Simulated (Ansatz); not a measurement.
Reaction (formal hydrolysis of the Si–Br bond): `Br[SiH]1[NH][AlH]1` + H₂O → `O[SiH]1[NH][AlH]1` + HBr

Isolated molecules relaxed with PBE0-D4/def2-TZVP in Ansatz; ΔE leaves out vibrations. CCSD(T)/CBS adds triple-zeta CCSD(T) − MP2 to the extrapolated MP2 energy (def2 sets, frozen cores). This one scheme is used for every species. DFT in def2-TZVPP. For Br outer-core shells are correlated without core-valence functions, which leaves a few kJ/mol of doubt a bond. Scalar relativity is left out up to krypton. Each species was taken in one conformer, which may not be the lowest.

`Br[SiH]1[NH][AlH]1`:

```xyz
7

Br    0.536   -2.155    1.734
Si    0.301   -0.072    0.929
N     0.424    0.074   -0.803
Al   -1.276    0.573   -0.606
H     1.288    0.699    1.729
H     1.190   -0.118   -1.432
H    -2.463    0.999   -1.551
```

H₂O:

Cartesian coordinates in Å:
```
O 0.026 0.007 0.388
H 0.290 0.694 -0.228
H -0.317 -0.701 -0.160
```

`O[SiH]1[NH][AlH]1`:

```xyz
8

O     1.570    0.636   -1.027
Si    0.037    0.570   -0.409
N    -0.481   -0.990    0.158
Al   -0.514   -0.109    1.715
H     1.659    1.074   -1.875
H    -0.828    1.210   -1.447
H    -0.618   -1.866   -0.326
H    -0.826   -0.526    3.210
```

HBr:

```xyz
2

Br    0.676   -0.173    0.132
H    -0.676    0.173   -0.132
```

```
 level  ΔE (kcal/mol)
PBE-D4            3.6
revPBE            3.5
```

(1) What does CCSD(T)/CBS give? (An estimate is asked.)

(2) What do rigid-rotor, harmonic-oscillator terms from PBE0-D4/def2-TZVP frequencies (298.15 K, 1 bar) make of the CCSD(T)/CBS value? (Estimate.)

Largest T1 diagnostic among the species: 0.014.

Answers

(1) The calculation gave: +3.1 kcal/mol. The listed levels differ from it by 0.5, 0.4 kcal/mol.

(2) Ansatz gave: ΔZPE = -1.7 kcal/mol, ΔH = +1.1 kcal/mol, ΔS = -5 J/(mol·K), ΔG = +1.5 kcal/mol.

Leaving LDA and LC-ωPBE aside and taking each functional with its dispersion term where it has one, the values, not all of them listed here, spread over 3.8 kcal/mol, from CAM-B3LYP-D4 to HSE06-D4. LDA lies −1.6 kcal/mol from PBE without D4. At CCSD(T), def2-SVP lies −1.2 kcal/mol from the extrapolated value and def2-TZVPP −1.6 kcal/mol.
